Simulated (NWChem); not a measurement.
## Total energies of fluoroethane (C₂H₅F)

```xyz
8

C     -1.1771     0.2668     0.0000
C      0.3188     0.4478     0.0000
F      0.9482    -0.7739     0.0000
H     -1.6835     1.2440     0.0000
H     -1.5017    -0.2907    -0.8912
H     -1.5017    -0.2907     0.8912
H      0.6514     1.0072     0.8922
H      0.6514     1.0072    -0.8922
```
Charge 0, spin multiplicity 1.

Everything below was run with NWChem. The geometry was optimised at PBE0/def2-SVP, a minimum by its harmonic frequencies.

Basis set: def2-TZVP (123 functions).

```
method  total energy (Ha)  relative cost
------  -----------------  -------------
RHF            -178.15561              1
MP2            -178.74633        under 3
B2PLYP         -178.99868              3
PBE            -178.92380        under 3
B3LYP          -179.14206        under 3
TPSS           -179.15717        under 3
```

Total energies of different functionals aren't comparable as a measure of quality: only differences taken within one method are. Costs are rough ratios of processor time within this set of runs, SCF included, with RHF as 1.

The correlated methods keep 3 core orbitals frozen. B3LYP has NWChem's definition, with VWN1-RPA local correlation.
